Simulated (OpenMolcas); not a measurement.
Mo4+ in Cs2GeF6: curves along the breathing mode

Mo4+ with its 6 nearest fluoride ions, on the Ge site of Cs2GeF6 (a = 9.021 Å, distance in the model lattice 1.804 Å). The rest of the host is ab initio model potentials to 7.6 Å and point charges beyond; the distance is set by hand and nothing relaxes. Ligand basis ANO-RCC-VDZP.

| Item | Value |
| --- | --- |
| Program | OpenMolcas 26.06 |
| Method | CASSCF |
| Basis | ANO-RCC-VDZP [6s5p3d1f] |
| Scalar Hamiltonian | DKH2, point nucleus |
| Active space | 2 electrons in 5 orbitals (4d) |
| State averaging | 2S+1 = 3 even, 10 roots; 2S+1 = 1 even, 15 roots |
| Spin-orbit coupling | RASSI with atomic mean-field integrals over the reference wave functions |

Spin-free energies (labels of O, the rotations of Oh) in cm-1 above the lowest fitted minimum, as all ligands move together:

| R (Å) | 3T1 | 1T2 | 1E | 1A1 | 3T2 | 3T1(2) | 1T2(2) |
| --- | --- | --- | --- | --- | --- | --- | --- |
| 1.78 | 20880 | 30760 | 30980 | 44450 | 67640 | 76520 | 78280 |
| 1.822 | 9950 | 19930 | 20150 | 33610 | 52200 | 61180 | 62960 |
| 1.864 | 3380 | 13450 | 13670 | 27110 | 41610 | 50660 | 52460 |
| 1.905 | 430 | 10590 | 10800 | 24200 | 35170 | 44270 | 46090 |
| 1.947 | 310 | 10550 | 10770 | 24120 | 31890 | 41030 | 42860 |
| 1.989 | 2590 | 12920 | 13140 | 26440 | 31390 | 40570 | 42400 |
| 2.031 | 6830 | 17250 | 17460 | 30700 | 33180 | 42390 | 44220 |

Cubic fits give the following; the wavenumber is harmonic, with the mass of all moving ligands, small differences in it between states hang on the degree of the fit, a number in brackets counts states of one label, and the table is a selection of at most 14 states with clean curves.

```
 State  R0 (Å)  Breathing mode (cm-1)  Minimum (cm-1)
   3T1   1.927                    674               0
   1T2   1.925                    676           10200
    1E   1.926                    676           10420
   1A1   1.926                    674           23800
   3T2   1.975                    630           31320
3T1(2)   1.975                    631           40480
1T2(2)   1.975                    630           42320
   1T1   1.975                    629           45340
   3A2   2.025                    568           60810
 1E(2)   2.026                    567           72550
1A1(2)   2.023                    575           85820
```

The minimum of 3T2 is shifted by +0.0483 Å against 3T1 (from the unrounded fits). With M = 114.0 u for the moving shell, the Huang-Rhys factor in this mode is S = M ω ΔR² / 2ħ = 0.01483 × 114.0 × 674 × 0.0483² = 2.66. Only the first shell moves, against a rigid host.

An orbital triplet at a regular site is open to Jahn-Teller coupling, which can distort the site and quench the lowest spin-orbit gaps and is left out. Without dynamic correlation the repulsion within the d shell is too large (B by tens of per cent), so at a given field states of lower spin stand too high. With metal d orbitals alone the field can be off either way by tens of per cent. Ligand-to-metal charge-transfer states are missing. With no ligand orbital active B as a rule stays too high, so bands that hang on it stand too high and its fall with covalency is understated. The least metal-like active orbital is 73 % on the metal (Löwdin) and no ligand orbital is active, so the numbers are rough (holds for R = 1.78). The least metal-like active orbital is 75 % on the metal (Löwdin) and no ligand orbital is active, so the numbers are rough (holds for R = 1.822). The least metal-like active orbital is 76 % on the metal (Löwdin) and no ligand orbital is active, so the numbers are rough (holds for R = 1.864; R = 1.905). The least metal-like active orbital is 77 % on the metal (Löwdin) and no ligand orbital is active, so the numbers are rough (holds for R = 1.947). The least metal-like active orbital is 78 % on the metal (Löwdin) and no ligand orbital is active, so the numbers are rough (holds for R = 1.989; R = 2.031). No measured value stands beside these numbers.
